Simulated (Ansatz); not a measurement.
Computed with Ansatz on PBE0-D4/def2-TZVP structures; ΔE is electronic, products minus reactants. CCSD(T)/CBS is the MP2 limit (def2-TZVPP, def2-QZVPP) plus CCSD(T) − MP2 in def2-TZVPP, frozen cores. DFT in def2-TZVPP. Each species was taken in one conformer, which may not be the lowest.

Consider the ligand exchange at the Si–N bond: `[SiH3]N[SiH](Cl)Cl` + `O[SiH2][SiH3]` → `[SiH3]O[SiH2][SiH3]` + `N[SiH](Cl)Cl`.

| level | ΔE (kcal/mol) |
| --- | --- |
| PBE-D4 | -10.6 |
| BHLYP-D4 | -13.9 |
| PBE0 | -11.3 |
| RPA@PBE/def2-TZVPP | -11.8 |

Question: What does CCSD(T)/CBS give? (An estimate is asked.)

Answer: Computed: -12.2 kcal/mol. The listed levels differ from it by 1.6, -1.7, 0.9, 0.4 kcal/mol.

Largest T1 diagnostic among the species: 0.012.

At CCSD(T), def2-SVP lies +1.0 kcal/mol from the extrapolated value and def2-TZVPP +0.2 kcal/mol. From BLYP to BHLYP (50 % exact exchange), in def2-TZVPP and without D4, ΔE moves by −1.6 kcal/mol.
